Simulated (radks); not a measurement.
Valence configurations of La (all share [Xe]). All-electron calculation, scalar-relativistic Kohn-Sham, PBE, spin-unpolarised, spherical densities, finite nucleus; Fermi nuclear charge, rms radius 4.855 fm. Program: a radial shooting solver on a logarithmic mesh with Libxc functionals. Energies are relative to 5d1 6s2; eigenvalues in eV.

valence,E (eV),e(4f),e(5d),e(6p),e(6s)
5d1 6s2,0.000,-,-3.091,-,-3.679
5d1 6s1 6p1,2.377,-,-3.961,-1.856,-4.282
4f0.5 5d1 6s1.5,0.394,-1.038,-2.149,-,-3.256
6s2 6p1,2.307,-,-,-2.171,-4.874
5d2 6s1,0.793,-,-2.144,-,-3.127
5d2.5 6s0.5,1.323,-,-1.758,-,-2.893
5d1 6s1.5 6p0.5,1.176,-,-3.538,-1.616,-3.994
4f0.5 5d1.5 6s1,0.984,-0.406,-1.770,-,-3.020

NIST lists [Xe] 5d1 6s2 as the ground configuration; this level of theory agrees among the configurations tried. The energies are those of spherical spin-averaged densities, not of single terms. No valid solution was reached for [Xe] 4f1 5d1 6s1; [Xe] 4f1 6s2.
